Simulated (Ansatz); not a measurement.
Basis-set series for tantalum pentafluoride (`[F][Ta]([F])([F])([F])[F]`). The species carries charge 0 and has multiplicity 1. Ta: def2 effective core potential. Geometry: relaxed with PBE0-D4/def2-TZVP.

```tsv
functional	basis	functions	energy (Eh)	HOMO (eV)	LUMO (eV)
PBE0-D4	def2-SVP	102	-555.70161	-12.22	-2.59
PBE0-D4	def2-TZVPP	211	-556.34241	-12.25	-2.40
ωB97M-V	def2-SVP	102	-555.97634	-14.72	-0.25
ωB97M-V	def2-TZVPP	211	-556.62990	-14.76	-0.07
```

(1) Give the rows for def2-QZVPP. (Best estimate.)

Results:

(1) Ansatz gave: 
```csv
functional,basis,functions,energy (Eh),HOMO (eV),LUMO (eV)
PBE0-D4,def2-QZVPP,366,-556.36969,-12.27,-2.40
ωB97M-V,def2-QZVPP,366,-556.65525,-14.79,-0.09
```
